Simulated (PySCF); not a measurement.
C₃H₇FOSi, SMILES C(C[Si@H](O)F)=C. Atoms are numbered in the order given.

```xyz
13

C     -2.5804     0.2343     0.1569
C     -1.7781    -0.8098     0.3795
C     -0.3781    -0.7105     0.9340
Si     0.7807    -0.0964    -0.3849
O      2.3202    -0.1474     0.2215
F      0.3922     1.4517    -0.7220
H     -2.2686     1.2567     0.3978
H     -3.5769     0.1027    -0.2748
H     -2.1261    -1.8126     0.1017
H     -0.0205    -1.6781     1.3195
H     -0.3260     0.0103     1.7677
H      0.6719    -0.8302    -1.6715
H      3.0443     0.1305    -0.3484
```

Geometry optimised at ωB97X-D3(BJ)/def2-SVP. The structure was generated by enumeration; whether it is a known compound was not checked. One conformer was computed; it need not be the lowest.

Two levels are set side by side: PBE/pcSseg-1 (PySCF) and HF/pcSseg-1 (PySCF). GIAO shifts against CFCl3 (¹⁹F), H2O (¹⁷O), TMS (²⁹Si), TMS (¹H), TMS (¹³C) at the same level; non-relativistic, no solvent, atoms listed together averaged. Differences are taken from unrounded values.

| quantity | HF |
|---|---|
| δ(¹³C) of C1 (ppm) | 129.8 |
| δ(¹³C) of C2 (ppm) | 139.5 |
| δ(¹³C) of C3 (ppm) | 16.1 |
| δ(²⁹Si) of Si4 (ppm) | -21.2 |
| δ(¹⁷O) of O5 (ppm) | 40.9 |
| δ(¹⁹F) of F6 (ppm) | -135.8 |
| δ(¹H) of H9 (ppm) | 6.16 |
| δ(¹H) of H12 (ppm) | 4.40 |
| δ(¹H) of H13 (ppm) | 2.72 |

Q: What does PBE give, and how far is it from HF? (An estimate is asked for; the answer gives what the named calculation found.)

A: 
```json
[
 {"quantity": "δ(¹³C) of C1 (ppm)", "PBE": "127.8", "PBE minus HF": "-2.0"},
 {"quantity": "δ(¹³C) of C2 (ppm)", "PBE": "137.7", "PBE minus HF": "-1.8"},
 {"quantity": "δ(¹³C) of C3 (ppm)", "PBE": "24.6", "PBE minus HF": "8.5"},
 {"quantity": "δ(²⁹Si) of Si4 (ppm)", "PBE": "-12.7", "PBE minus HF": "8.6"},
 {"quantity": "δ(¹⁷O) of O5 (ppm)", "PBE": "73.0", "PBE minus HF": "32.1"},
 {"quantity": "δ(¹⁹F) of F6 (ppm)", "PBE": "-186.3", "PBE minus HF": "-50.6"},
 {"quantity": "δ(¹H) of H9 (ppm)", "PBE": "6.19", "PBE minus HF": "0.03"},
 {"quantity": "δ(¹H) of H12 (ppm)", "PBE": "5.33", "PBE minus HF": "0.93"},
 {"quantity": "δ(¹H) of H13 (ppm)", "PBE": "2.44", "PBE minus HF": "-0.28"}
]
```

Rough cost on one machine, each run with all the roots and properties that it gave: HF against PBE within a factor of 2.
